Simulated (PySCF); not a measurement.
formate (CHO2), SMILES O=C[O-], charge -1.

The structure is a stationary point at PBE-D3(BJ)/def2-TZVPD.

Level of theory: PBE-D3(BJ)/def2-TZVPD (PySCF 2.14.0).

Frequencies are harmonic and unscaled.

```json
[
 {"mode": "1", "ν (cm⁻¹)": "714", "IR (km/mol)": "14.1", "moving atoms (share of kinetic energy)": "O 70 %, C 28 %"},
 {"mode": "2", "ν (cm⁻¹)": "986", "IR (km/mol)": "0.3", "moving atoms (share of kinetic energy)": "H 50 %, C 42 %"},
 {"mode": "3", "ν (cm⁻¹)": "1291", "IR (km/mol)": "118.8", "moving atoms (share of kinetic energy)": "O 59 %, C 40 %"},
 {"mode": "4", "ν (cm⁻¹)": "1308", "IR (km/mol)": "3.9", "moving atoms (share of kinetic energy)": "H 92 %"},
 {"mode": "5", "ν (cm⁻¹)": "1608", "IR (km/mol)": "787.3", "moving atoms (share of kinetic energy)": "C 70 %, O 29 %"},
 {"mode": "6", "ν (cm⁻¹)": "2468", "IR (km/mol)": "638.5", "moving atoms (share of kinetic energy)": "H 95 %"}
]
```
